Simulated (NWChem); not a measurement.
System: CH6F2Si2; SMILES F[SiH](F)C[SiH3]

Input file for NWChem:

```
start job
memory heap 200 mb stack 900 mb global 1100 mb
geometry units angstroms noautosym nocenter noautoz
  Si    -0.132537    -2.002563     0.312077
  C      0.162855    -0.674045    -1.019022
  Si     0.016833     1.070040    -0.392523
  F     -1.057294     1.100552     0.839755
  F      1.448570     1.547663     0.227140
  H      0.241980    -3.355039    -0.230513
  H     -1.580116    -2.022628     0.709049
  H      0.711976    -1.713606     1.520736
  H     -0.566855    -0.830323    -1.842588
  H      1.177116    -0.808036    -1.452564
  H     -0.415223     2.089686    -1.394634
end
basis spherical
  Si library 6-31g*
  C library 6-31g*
  F library 6-31g*
  H library 6-31g*
end
dft
  xc hfexch
  iterations 150
  mulliken
end
task dft energy
esp
  recalculate
  probe 0.07
  range 0.3
  factor 1.0
  spacing 0.02
end
task esp
```

NWChem printed, in part:

```
             Northwest Computational Chemistry Package (NWChem) 7.3.0
             --------------------------------------------------------

                             Geometry "geometry" -> ""
                             -------------------------

 Output coordinates in angstroms (scale by  1.889725989 to convert to a.u.)

  No.       Tag          Charge          X              Y              Z
 ---- ---------------- ---------- -------------- -------------- --------------
    1 Si                  14.0000    -0.13253700    -2.00256300     0.31207700
    2 C                    6.0000     0.16285500    -0.67404500    -1.01902200
    3 Si                  14.0000     0.01683300     1.07004000    -0.39252300
    4 F                    9.0000    -1.05729400     1.10055200     0.83975500
    5 F                    9.0000     1.44857000     1.54766300     0.22714000
    6 H                    1.0000     0.24198000    -3.35503900    -0.23051300
    7 H                    1.0000    -1.58011600    -2.02262800     0.70904900
    8 H                    1.0000     0.71197600    -1.71360600     1.52073600
    9 H                    1.0000    -0.56685500    -0.83032300    -1.84258800
   10 H                    1.0000     1.17711600    -0.80803600    -1.45256400
   11 H                    1.0000    -0.41522300     2.08968600    -1.39463400

 Effective nuclear repulsion energy (a.u.)     304.2977135605

  xc_inp: hfexch multiplicative factor not found.

                                 NWChem DFT Module
                                 -----------------

 Summary of "ao basis" -> "ao basis" (spherical)
 ------------------------------------------------------------------------------
       Tag                 Description            Shells   Functions and Types
 ---------------- ------------------------------  ------  ---------------------
 Si                          6-31g*                  8       18   4s3p1d
 C                           6-31g*                  6       14   3s2p1d
 F                           6-31g*                  6       14   3s2p1d
 H                           6-31g*                  2        2   2s

            General Information
            -------------------
          SCF calculation type: DFT
          Wavefunction type:  closed shell.
          No. of atoms     :    11
          No. of electrons :    58
           Alpha electrons :    29
            Beta electrons :    29
          Charge           :     0
          Spin multiplicity:     1
          Use of symmetry is: off; symmetry adaption is: off
          Maximum number of iterations: 150
          AO basis - number of functions:    90
                     number of shells:    46
          Convergence on energy requested:  1.00D-06
          Convergence on density requested:  1.00D-05
          Convergence on gradient requested:  5.00D-04

              XC Information
              --------------
                     Hartree-Fock (Exact) Exchange  1.000

      Superposition of Atomic Density Guess
      -------------------------------------

 Sum of atomic energies:        -817.02892847

      Non-variational initial energy
      ------------------------------

 Total energy =    -818.482364
 1-e energy   =   -1739.145106
 2-e energy   =     616.365028
 HOMO         =      -0.351897
 LUMO         =       0.064598

     ---------------------------------------------
      Total Density - Mulliken Population Analysis
     ---------------------------------------------

    Atom       Charge   Shell Charges
 -----------   ------   -------------------------------------------------------
    1 Si  14    13.58   2.00  2.00  5.97  0.97  1.66  0.32  0.54  0.12
    2 C    6     7.01   2.00  0.72  2.07  0.71  1.50  0.02
    3 Si  14    12.47   2.00  2.00  5.97  0.81  1.08  0.19  0.21  0.21
    4 F    9     9.62   2.00  0.95  3.47  1.00  2.20  0.01
    5 F    9     9.62   2.00  0.95  3.47  1.00  2.19  0.01
    6 H    1     1.07   0.47  0.59
    7 H    1     1.06   0.47  0.59
    8 H    1     1.06   0.47  0.59
    9 H    1     0.72   0.44  0.28
   10 H    1     0.72   0.44  0.28
   11 H    1     1.07   0.46  0.61

   convergence    iter        energy       DeltaE   RMS-Dens  Diis-err
 ---------------- ----- ----------------- --------- --------- ---------
 d= 0,ls=0.0,diis     1   -818.1196195612 -1.12D+03  7.54D-03  6.68D-01
 d= 0,ls=0.0,diis     2   -818.1884067559 -6.88D-02  2.26D-03  2.03D-01
 d= 0,ls=0.0,diis     3   -818.2051521028 -1.67D-02  8.93D-04  4.91D-03
 d= 0,ls=0.0,diis     4   -818.2061525773 -1.00D-03  1.93D-04  1.46D-04
 d= 0,ls=0.0,diis     5   -818.2061881183 -3.55D-05  4.82D-05  1.19D-05
  Resetting Diis
 d= 0,ls=0.0,diis     6   -818.2061907540 -2.64D-06  1.75D-05  9.72D-07
 d= 0,ls=0.0,diis     7   -818.2061910402 -2.86D-07  2.74D-06  3.89D-08

         Total DFT energy =     -818.206191040177
      One electron energy =    -1742.087390057809
           Coulomb energy =      687.965510550712
    Exchange-Corr. energy =      -68.382025093563
 Nuclear repulsion energy =      304.297713560483

 Numeric. integr. density =        0.000000000000

                       DFT Final Molecular Orbital Analysis
                       ------------------------------------

 Vector   27  Occ=2.000000D+00  E=-4.779795D-01
              MO Center= -5.0D-01, -1.9D+00,  6.5D-01, r^2= 2.5D+00
   Bfn.  Coefficient  Atom+Function         Bfn.  Coefficient  Atom+Function
  ----- ------------  ---------------      ----- ------------  ---------------
     7      0.376616   1 Si px               82     -0.325478   7 H  s
    81     -0.254507   7 H  s                84      0.249242   8 H  s
    83      0.194326   8 H  s                 3     -0.153270   1 Si px
    21     -0.111831   2 C  px               25     -0.085602   2 C  px
    87     -0.069484  10 H  s                88     -0.068824  10 H  s

 Vector   28  Occ=2.000000D+00  E=-4.732669D-01
              MO Center=  8.7D-02, -1.8D+00,  2.0D-01, r^2= 3.1D+00
   Bfn.  Coefficient  Atom+Function         Bfn.  Coefficient  Atom+Function
  ----- ------------  ---------------      ----- ------------  ---------------
     9      0.348039   1 Si pz               84      0.251180   8 H  s
    23     -0.241548   2 C  pz               80     -0.224048   6 H  s
    83      0.194774   8 H  s                27     -0.183370   2 C  pz
    79     -0.164307   6 H  s                 5     -0.144530   1 Si pz
    82      0.144123   7 H  s                81      0.112432   7 H  s

 Vector   29  Occ=2.000000D+00  E=-4.489716D-01
              MO Center=  5.3D-02, -7.0D-01, -6.7D-01, r^2= 4.2D+00
   Bfn.  Coefficient  Atom+Function         Bfn.  Coefficient  Atom+Function
  ----- ------------  ---------------      ----- ------------  ---------------
    22      0.357235   2 C  py               26      0.280577   2 C  py
    40     -0.264090   3 Si py                8     -0.259608   1 Si py
    90     -0.228828  11 H  s                80      0.214503   6 H  s
    79      0.159844   6 H  s                89     -0.148417  11 H  s
     4      0.109846   1 Si py               36      0.107304   3 Si py

 Vector   30  Occ=0.000000D+00  E= 1.448683D-01
              MO Center= -8.2D-02, -1.9D+00,  1.5D-01, r^2= 6.1D+00
   Bfn.  Coefficient  Atom+Function         Bfn.  Coefficient  Atom+Function
  ----- ------------  ---------------      ----- ------------  ---------------
    24      1.279172   2 C  s                13      1.112230   1 Si pz
    12     -0.670583   1 Si py               84     -0.368882   8 H  s
    42     -0.319753   3 Si s                82     -0.277891   7 H  s
    45      0.258295   3 Si pz               10     -0.231986   1 Si s
    26     -0.225429   2 C  py               90      0.223889  11 H  s

[...]

                     NWChem Electrostatic Potential Fit Module
                     -----------------------------------------

 Atom parameters

 Number of atoms is                                   11
 Number of basis functions is                         90

 Grid parameters

 Maximum number of grid points is                  47639
 Number of grid points is                          47638
 Grid range                                     0.300000 nm
 Grid spacing                                   0.020000 nm
 Probe radius                                   0.070000 nm
 Atom radius factor                             1.000000

 Atomic radii

    1    0.100000
    6    0.147000
    9    0.128000
   14    0.187000
 FASTESP  F
  using M.O. file = ./job.movecs

    Atom              Coordinates                           Charge

                                                  ESP

    1 Si   -0.013254   -0.200256    0.031208    0.624186
    2 C     0.016286   -0.067405   -0.101902   -0.427754
    3 Si    0.001683    0.107004   -0.039252    1.053462
    4 F    -0.105729    0.110055    0.083976   -0.383142
    5 F     0.144857    0.154766    0.022714   -0.384127
    6 H     0.024198   -0.335504   -0.023051   -0.165632
    7 H    -0.158012   -0.202263    0.070905   -0.156437
    8 H     0.071198   -0.171361    0.152074   -0.148893
    9 H    -0.056686   -0.083032   -0.184259    0.077318
   10 H     0.117712   -0.080804   -0.145256    0.090123
   11 H    -0.041522    0.208969   -0.139463   -0.179104
                                            ------------
                                               -0.000000

 Dipole moment                                  1.072588

 Quadrupole moment Qxx                         -2.478198
                   Qyy                         -1.693120
                   Qzz                          4.171318

 RMS deviation kJ/mol                           0.049758

 RRMS %                                        25.191182
```

Level: Hartree-Fock/6-31G* (spherical d). All runs use the structure optimised with PBE-D3(BJ)/def2-SVP.
